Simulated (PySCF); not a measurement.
# Polarisability and C₆ of P⁻ (phosphorus, charge -1)

[Ne] 3s2 3p4, high-spin 3P determinant. Calculation: PySCF 2.14, in def2-QZVPPD (10s6p5d2f1g, 76 functions); no relativity, point nucleus. Coupled (time-dependent) response in atomic units; α is the mean over directions.

```json
{"method": "UHF", "mean α (bohr³)": "57.92", "α xx, yy, zz": "50.70, 72.35, 50.70", "C₆ (like pair)": "596.1", "S(−4)": "1640"}
```

S(−4) is the Cauchy moment in α(ω) = α(0) + S(−4) ω² + …

α(iu) at UHF:

```csv
u (hartree),α(iu) (bohr³)
0,57.92
0.0500,54.29
0.100,46.81
0.200,32.67
0.300,23.08
0.500,12.81
0.750,7.187
1.00,4.545
1.50,2.280
2.00,1.380
3.00,0.6850
5.00,0.2939
```

A single London oscillator, α(iu) = α/(1 + u²/ω²), gives C₆ = (3/4) ω α². Matching the computed C₆ needs ω = 4 × 596.1 / (3 × 57.92²) = 0.237 hartree.

For an ion, C₆ is the dispersion term alone; charge-induced terms of lower order in 1/R come first.

The components differ because the open shell of this determinant is not spherical; for a pure term their mean is the scalar polarisability.
